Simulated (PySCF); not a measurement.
**Effect of structural changes**

Computed, not measured: PySCF, TDDFT B3LYP/def2-SVPD circular dichroism and optical rotation, one conformer, gas phase. Geometry: GFN2-xTB.

Each molecule in one low-energy conformer. The parent is C=C[C@@H]1[C@@H](C)C[P@H]1=S.

The molecule is flexible and this is one conformer; a measurement averages over conformers.

(1) How does the specific rotation at 589.3 nm (origin-invariant length gauge) change along this series?
- C=C[C@@H]1[C@@H](C)C[P@H]1=S (base)
- C=C[C@@H]1[C@H](C)C[P@@H]1=S (diastereomer)

## Answers

(1) 
| molecule | [α]589 (deg dm⁻¹ (g/mL)⁻¹) | S1 (eV) | R(S1), velocity form (10⁻⁴⁰ esu² cm²) |
| --- | --- | --- | --- |
| C=C[C@@H]1[C@@H](C)C[P@H]1=S | +87.9 | 4.87 | +9.1 |
| C=C[C@@H]1[C@H](C)C[P@@H]1=S | +321.1 | 5.03 | +6.0 |

The specific rotation at 589.3 nm (origin-invariant length gauge) is lowest for C=C[C@@H]1[C@@H](C)C[P@H]1=S and highest for C=C[C@@H]1[C@H](C)C[P@@H]1=S.
